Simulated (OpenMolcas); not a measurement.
## V4+: moving the ligands

V4+ with 4 ligands (bromide) in tetrahedral coordination (Td) at 2.36 Å. Ligand basis ANO-RCC-VDZP.

```
Program             : OpenMolcas 26.06
Method              : CASSCF
Basis               : ANO-RCC-VTZP [6s5p3d2f1g]
Scalar Hamiltonian  : DKH2, point nucleus
Active space        : 1 electron in 5 orbitals (3d)
State averaging     : 2S+1 = 2 even, 5 roots
Spin-orbit coupling : RASSI with atomic mean-field integrals over the reference wave functions
```

Runs around this geometry, states (labels of Td). Energies in cm-1 above the lowest state or level, χT in cm3 K/mol; 10Dq is the gap between the two states; 10Dq is negative for this site.

```csv
R (Å),Ground state,First state of that spin,10Dq,First gap with spin-orbit (degeneracies),χT at 300 K
2.28,2E,2T2 7702,-7702,"7431 (4, 2)",0.383
2.36,2E,2T2 6970,-6970,"6736 (4, 2)",0.384
2.47,2E,2T2 6162,-6162,"5970 (4, 2)",0.385
```

Taking |10Dq| as R^-n, n = -ln(6162 / 7702) / ln(2.47 / 2.28) = 2.8 between the shortest and longest distance. The point-charge formula for a cubic d site gives n = 5.

An orbital doublet at a regular site is open to a Jahn-Teller distortion, which this geometry leaves out. Ligand-to-metal charge-transfer states are missing. This ion would oxidise such ligands; the complex is a model and need not exist. With metal d orbitals alone and no dynamic correlation the field as a rule comes out too small, by tens of per cent, by up to half for chloride and softer ligands. The least metal-like active orbital is 76 % on the metal (Löwdin) and no ligand orbital is active, so the numbers are rough (holds for R = 2.28). The least metal-like active orbital is 78 % on the metal (Löwdin) and no ligand orbital is active, so the numbers are rough (holds for R = 2.36). The least metal-like active orbital is 79 % on the metal (Löwdin) and no ligand orbital is active, so the numbers are rough (holds for R = 2.47). No measured value stands beside these numbers; the geometry was imposed, not optimised, and the real ion may take another.
